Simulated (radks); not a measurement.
Values are calculated unless marked as measured or tabulated.
The nuclear charge of the antimony ion Sb2+ is varied continuously with 49 electrons held in [Kr] 4d10 5s2 5p1. Level of theory: non-relativistic Kohn-Sham, r2SCAN, spin-polarised, spherical densities, point nucleus; open shells are filled with parallel spins first (spin-orbit coupling, left out, can overturn this in heavy ions); meta-GGA in the generalised Kohn-Sham scheme; relativity is left out, which matters for an element this heavy (a radial shooting solver on a logarithmic mesh with Libxc functionals). By the Hellmann-Feynman theorem dE/dZ = E(electron-nucleus)/Z, the electronic potential at the nucleus.

[
 {"Z": "50.6", "E (hartree)": "-6198.19487", "E(electron-nucleus)/Z (hartree)": "-290.648", "HOMO": "5p", "e(HOMO) (eV)": "-16.463", "<r> HOMO (bohr)": "2.640"},
 {"Z": "50.8", "E (hartree)": "-6256.47191", "E(electron-nucleus)/Z (hartree)": "-292.122", "HOMO": "5p", "e(HOMO) (eV)": "-18.498", "<r> HOMO (bohr)": "2.570"},
 {"Z": "51", "E (hartree)": "-6315.04357", "E(electron-nucleus)/Z (hartree)": "-293.595", "HOMO": "5p", "e(HOMO) (eV)": "-20.601", "<r> HOMO (bohr)": "2.505"},
 {"Z": "51.2", "E (hartree)": "-6373.90967", "E(electron-nucleus)/Z (hartree)": "-295.066", "HOMO": "5p", "e(HOMO) (eV)": "-22.770", "<r> HOMO (bohr)": "2.446"},
 {"Z": "51.4", "E (hartree)": "-6433.07003", "E(electron-nucleus)/Z (hartree)": "-296.537", "HOMO": "5p", "e(HOMO) (eV)": "-25.003", "<r> HOMO (bohr)": "2.391"},
 {"Z": "51.6", "E (hartree)": "-6492.52449", "E(electron-nucleus)/Z (hartree)": "-298.007", "HOMO": "5p", "e(HOMO) (eV)": "-27.298", "<r> HOMO (bohr)": "2.339"},
 {"Z": "51.8", "E (hartree)": "-6552.27289", "E(electron-nucleus)/Z (hartree)": "-299.477", "HOMO": "5p", "e(HOMO) (eV)": "-29.655", "<r> HOMO (bohr)": "2.291"},
 {"Z": "52", "E (hartree)": "-6612.31510", "E(electron-nucleus)/Z (hartree)": "-300.945", "HOMO": "5p", "e(HOMO) (eV)": "-32.072", "<r> HOMO (bohr)": "2.245"}
]

The central difference of E at Z = 51 is -293.594 hartree, to compare with the third column; the second derivative is -7.36 hartree.
